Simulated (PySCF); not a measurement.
Telling isomers of C6H4N2 apart by NMR

PySCF calculation with coordinates at the GFN2-xTB level and GIAO PBE0/pcSseg-1 shieldings; no relativistic terms, single conformer, fast rotation and ring inversion assumed for equivalent nuclei, isolated molecule.

References, each an isolated molecule treated in the same way: ¹H (σref 31.72) and ¹³C (σref 186.93) against TMS. Where no couplings were computed, multiplicities follow the n + 1 count of equivalent neighbours, and m marks all less simple cases (inequivalent or close neighbours, rings, F or P nearby). Shifts are as computed. Against solution values, carbons near 30 ppm lie about +3 ppm off and those near 130 ppm about +5 ppm. Of 1211 compounds with measured shifts, 218 miss one by over three times the rms of a fit or turn the order of signals round; such compounds aren't used in these exercises.

(1) Tabulate the signals of `CC#CC(C#N)C#N`, `N#Cc1cccnc1`, `C=C1CC1(C#N)C#N` and their relative energies.

(2) What is the quickest way to tell CC#CC(C#N)C#N from N#Cc1cccnc1?

(3) What is the quickest way to tell N#Cc1cccnc1 from C=C1CC1(C#N)C#N?

(4) What is the quickest way to tell CC#CC(C#N)C#N from C=C1CC1(C#N)C#N?

Answers

(1) 
| SMILES | carbon types | δC | δH | E rel. (kcal/mol) |
| --- | --- | --- | --- | --- |
| CC#CC(C#N)C#N | 4×C 1×CH 1×CH3 | 114.7, 93.0, 69.3, 13.4, 4.4 | 4.25 (s, 1H), 2.16 (s, 3H) | 64.1 |
| N#Cc1cccnc1 | 2×C 4×CH | 160.6, 158.2, 147.2, 128.2, 122.7, 114.2 | 9.24 (s, 1H), 9.13 (d, 1H), 8.19 (d, 1H), 7.55 (m, 1H) | 0.0 |
| C=C1CC1(C#N)C#N | 4×C 2×CH2 | 135.6, 119.9, 117.2, 23.5, 0.7 | 6.51 (br s, 1H), 6.25 (br s, 1H), 2.15 (s, 2H) | 58.8 |

Energies are electronic energies at PBE0/pcSseg-1 on these geometries, without zero-point or thermal terms, each for the one conformer computed, which needn't be the lowest.

(2) Count the carbon signals: 5 against 6. The first has an sp3 CH α to a nitrile at 13.4 ppm, the second an aromatic CH next to a ring nitrogen at 160.6 ppm. Their most deshielded carbons lie at 114.7 and 160.6 ppm. In the proton spectra the most deshielded non-exchanging signals are 4.25 (s, 1H) and 9.24 (s, 1H).

(3) Count the carbon signals: 6 against 5. The first has an aromatic CH next to a ring nitrogen at 160.6 ppm, the second a terminal =CH2 carbon at 117.2 ppm. Their most deshielded carbons lie at 160.6 and 135.6 ppm. In the proton spectra the most deshielded non-exchanging signals are 9.24 (s, 1H) and 6.51 (br s, 1H).

(4) Both give the same number of carbon signals, but DEPT or the intensities differ. The first has an sp3 CH α to a nitrile at 13.4 ppm, the second a terminal =CH2 carbon at 117.2 ppm. Their most deshielded carbons lie at 114.7 and 135.6 ppm. In the proton spectra the most deshielded non-exchanging signals are 4.25 (s, 1H) and 6.51 (br s, 1H).
